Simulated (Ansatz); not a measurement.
Input for Ansatz (a quantum-chemistry and plane-wave program): U-B3LYP/def2-TZVPP on CH2I (SMILES [CH2]I), 2S+1 = 2, atoms moved off the minimum. Elements past Kr take the def2 small-core potentials; no spin–orbit coupling.

Ansatz 0.2 input:
```yaml
crystal:
  periodic: [false, false, false]
  atoms:
    - {symbol: C, position_ang: [-1.72541402, 0.01977883, -0.00999911]}
    - {symbol: I, position_ang: [0.27644407, -0.00809460, 0.01983166]}
    - {symbol: H, position_ang: [-2.25099958, 0.95099544, 0.00716717]}
    - {symbol: H, position_ang: [-2.29190564, -0.92852445, 0.04206962]}
basis:
  gaussian:
    orbitals: def2-TZVPP
hamiltonian:
  xc: {name: B3LYP}
magnetization: {spin_polarized: true, initial_magnetization: 1}
output: {forces: true}
```

The log:

```
WARN ansatz: RAYON_NUM_THREADS=1 ignored (pool sized by the plan → 1); use --threads N
Functional definition: B3LYP
integrals: 0.03 GiB planned
709 factors; their error is unknown
mean field: 0.37 GiB planned
mean field evaluation 1: about -9162.3716 eV, gradient 4.2e1 eV
mean field evaluation 2: about -9132.4212 eV, gradient 7.3e1 eV
mean field evaluation 4: about -9171.5701 eV, gradient 5.6e0 eV
mean field evaluation 8: about -9171.7005 eV, gradient 2.8e-2 eV
mean field evaluation 16: about -9171.9245 eV, gradient 2.6e-4 eV
mean field -9171.92446919 eV, -337.0620072892 hartree, gradient 1.5e-5 eV, S^2 0.755632; 0 other end points of the search recorded, 0 dependent functions left out
the calculation of the forces begins
reference -9171.92465735 eV, -337.0620142038 hartree; 17, 16 occupied and 92, 93 virtual orbitals, 709 factors
Total energy: -9171.92465735 eV, -337.0620142038 hartree
Atom 0 at    -1.725414     0.019779    -0.009999 Å, force    -1.323700    -1.047399     0.052308 eV/Å
Atom 1 at     0.276444    -0.008095     0.019832 Å, force     0.754471    -0.008457     0.009186 eV/Å
Atom 2 at    -2.251000     0.950995     0.007167 Å, force    -0.021707     0.328419    -0.007873 eV/Å
Atom 3 at    -2.291906    -0.928524     0.042070 Å, force     0.590936     0.727437    -0.053621 eV/Å
Dipole moment:    -0.120371     0.001549     0.012027 e Å
```

The run converged.

Cost: about 1.2 core-seconds (a rough figure).
